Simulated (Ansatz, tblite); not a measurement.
Forces on the cluster As3P2⁺ at its PBE-D4/def2-SVP geometry. Total charge 1; singlet.

The xTB rows come from tblite. Another isomer (singlet) lies 0.20 eV lower at PBE0-D4/def2-TZVP; other spin states weren't run for this one.

GFN1-xTB (tblite), largest force 1.61 eV/Å:

```xyz
5
positions Å, forces eV/Å
P    -0.866   -1.062   -0.403    0.872    1.239    0.536
P    -1.030    0.759    1.058    0.682   -0.768   -0.903
As    0.793   -0.673    1.397   -0.619    0.315   -0.873
As   -0.393    1.257   -1.140    0.110   -0.872    0.687
As    1.495   -0.281   -0.913   -1.045    0.086    0.554
```

GFN2-xTB (tblite), largest force 1.35 eV/Å:

```
P 0.724 1.048 0.460
P 0.143 -0.460 -0.417
As -0.318 -0.019 -0.469
As -0.005 -0.530 0.202
As -0.544 -0.039 0.224
```

PBE-D4/def2-TZVP (Ansatz), largest force 0.48 eV/Å:

```
P 0.264 0.370 0.159
P 0.178 -0.227 -0.256
As -0.180 0.058 -0.153
As -0.034 -0.180 0.160
As -0.229 -0.021 0.090
```
